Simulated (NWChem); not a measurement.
**Polarisability of formamidinium (CH₅N₂ (+1))**

```
C
N 1 1.3077
N 1 1.3077 2 125.83
H 2 1.0159 1 119.96 3 180.00
H 3 1.0159 1 119.96 2 180.00
H 2 1.0175 4 116.85 1 180.00
H 3 1.0175 5 116.85 1 180.00
H 1 1.0959 2 117.09 4 0.00
```
Charge +1, spin multiplicity 1.

Program: NWChem. The geometry was optimised at PBE0/def2-SVP, a minimum by its harmonic frequencies. It is one conformer; others weren't searched.

Basis set: 6-31G*. The field's frequency is 0.0773 Ha (589 nm). This basis has no diffuse functions, which lowers polarisabilities.

| method | isotropic polarisability (bohr³) | difference from CCSD linear response |
|---|---|---|
| LDA (SVWN5) | 22.26 | -0.31 |
| PBE | 22.21 | -0.36 |
| HF | 20.99 | -1.57 |
| B3LYP | 22.00 | -0.57 |
| CCSD linear response | 22.57 | 0.00 |

The values span 1.57 bohr³, from HF (lowest) to CCSD linear response (highest). 

The correlated methods keep 3 core orbitals frozen. B3LYP has NWChem's definition, with VWN1-RPA local correlation. The Pople sets run with spherical d functions. Coupled-cluster values serve here as a point of comparison, not as the truth.
